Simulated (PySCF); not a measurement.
**Checking a proposed structure**

A compound C$_{4}$H$_{17}$NSi$_{3}$ gives the data below (simulated from a calculation) and was assigned the structure `CC(C)(C)[SiH2]N([SiH3])[SiH3]`.

13C{1H} NMR (computed): δ 42.1 (CH3, 2C), 13.9 (CH2), 11.8 (CH3).

1H NMR (600 MHz, computed): δ 3.36 (s, 6H), 2.46 (s, 6H), 1.18 (t, 3H), 0.97 (q, 2H).

Single conformer, no solvent, non-relativistic Hamiltonian, rapidly exchanging positions averaged. GFN2-xTB geometry; shieldings: GIAO PBE0/pcSseg-1; PySCF.

δ = σ(ref) − σ, references computed at the same level: TMS for 1H (31.72 ppm), 13C (186.93 ppm).

(1) Compare with the shifts computed for the proposed structure, pairing carbons in order of shift.

(2) Which isomer fits?

Results:

(1) Structure with atom numbers: `[CH3:1][C:2]([CH3:3])([CH3:4])[SiH2:5][N:6]([SiH3:7])[SiH3:8]` (H(Xn): hydrogen on atom n).

```json
{"atom": "C1", "computed for proposal": "27.5", "given list": "42.1", "difference": "-14.6"}
{"atom": "C3", "computed for proposal": "27.5", "given list": "42.1", "difference": "-14.6"}
{"atom": "C4", "computed for proposal": "27.5", "given list": "13.9", "difference": "+13.6"}
{"atom": "C2", "computed for proposal": "23.8", "given list": "11.8", "difference": "+12.0"}
```

The rms difference is 13.7 ppm and the largest -14.6 ppm at C1 (methyl carbon). The proposal also would give 2 carbon signals, not 3. The carbon types in order of shift don't match either: CH3, CH3, CH3, C for the proposal against CH3, CH3, CH2, CH3 in the data. The proposal doesn't fit.

(2) `CN([Si](CC)([SiH3])[SiH3])C`.

- Carbon types of the structure: 1 × CH2, 3 × CH3, leaving 6 H on heteroatoms.
- δC 42.1: methyl carbon bonded to N; pulled downfield by the heteroatom.
- δC 13.9: sp3 CH2 bonded to Si.
- δC 11.8: methyl carbon; aliphatic region, no heteroatom directly attached.
- δH 2.46: hydrogen on a methyl carbon bonded to N; its carbon carries N, which withdraws density.

Other isomers checked: CC[Si](C)(C)N([SiH3])[SiH3] (rms 24.3 ppm).

This is the structure that produced the data.

Shifts are as computed. Against solution values, carbons near 30 ppm lie about +3 ppm off and those near 130 ppm about +5 ppm. Of 1211 compounds with measured shifts, 218 miss one by over three times the rms of a fit or turn the order of signals round; such compounds aren't used in these exercises. Multiplicities follow the n + 1 count of equivalent neighbours, as no J values were calculated; m marks all less simple cases, F and P coupling included.
